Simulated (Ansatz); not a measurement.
The cluster Mo7⁻. Total charge -1; doublet. Geometry PBE-D4/def2-SVPD; atoms count from 1.

```
atom   x (Å)   y (Å)   z (Å)
 Mo1  -1.902   0.387   0.331
 Mo2   0.260   1.040   1.303
 Mo3   1.501  -1.291   0.167
 Mo4   1.684   0.916  -0.634
 Mo5  -0.524  -1.291   1.418
 Mo6  -0.501  -1.097  -1.205
 Mo7  -0.518   1.336  -1.380
```

In the def2 sets Mo takes a core potential; there is no spin–orbit coupling. The charge -1 doublet is spin-contaminated (final ⟨S²⟩ up to 1.92, 0.75 for a pure state). The geometry of the doublet was relaxed on an unsound state (⟨S²⟩ 1.15, where a pure state has 0.75). At PBE0-D4/def2-TZVPD a quartet of charge -1 lies 0.07 eV below the doublet, each at its own geometry. That quartet is doubtful there (⟨S²⟩ 4.25, where a pure state has 3.75). The structure comes from a short search, and lower isomers may exist.

**Question.** Estimate the Mulliken populations from the PBE0/def2-TZVPD orbitals of Ansatz.

**Answer.** 
```json
{"atom": "Mo1", "charge (e)": "-0.30", "spin (α − β)": "-0.61", "d electrons": "4.82"}
{"atom": "Mo2", "charge (e)": "0.11", "spin (α − β)": "1.01", "d electrons": "4.62"}
{"atom": "Mo3", "charge (e)": "-0.23", "spin (α − β)": "-0.31", "d electrons": "4.84"}
{"atom": "Mo4", "charge (e)": "-0.18", "spin (α − β)": "0.66", "d electrons": "4.84"}
{"atom": "Mo5", "charge (e)": "-0.26", "spin (α − β)": "-0.45", "d electrons": "4.85"}
{"atom": "Mo6", "charge (e)": "0.09", "spin (α − β)": "1.35", "d electrons": "4.72"}
{"atom": "Mo7", "charge (e)": "-0.23", "spin (α − β)": "-0.66", "d electrons": "4.87"}
```
Mulliken values and Mayer orders depend strongly on the basis. With diffuse functions, as here, like atoms can get unlike values, and bond orders can come out too low or too high.

**Question.** Where does the spin sit?

**Answer.** Summed by element: Mo 1.00, of 1 unpaired in all. Largest on single atoms: Mo6 1.35, Mo2 1.01, Mo4 0.66.

**Question.** And the Mayer bond orders between bonded heavy atoms (over 0.3)?

**Answer.** Mo1–Mo2 1.54 (2.46 Å); Mo1–Mo5 1.65 (2.43 Å); Mo1–Mo6 1.19 (2.55 Å); Mo1–Mo7 1.79 (2.40 Å); Mo2–Mo3 0.66 (2.87 Å); Mo2–Mo4 1.68 (2.41 Å); Mo2–Mo5 1.56 (2.46 Å); Mo2–Mo7 0.72 (2.81 Å); Mo3–Mo4 2.04 (2.35 Å); Mo3–Mo5 1.93 (2.38 Å); Mo3–Mo6 1.62 (2.43 Å); Mo4–Mo6 0.47 (3.03 Å); Mo4–Mo7 1.94 (2.36 Å); Mo5–Mo6 1.05 (2.63 Å); Mo6–Mo7 1.65 (2.44 Å).
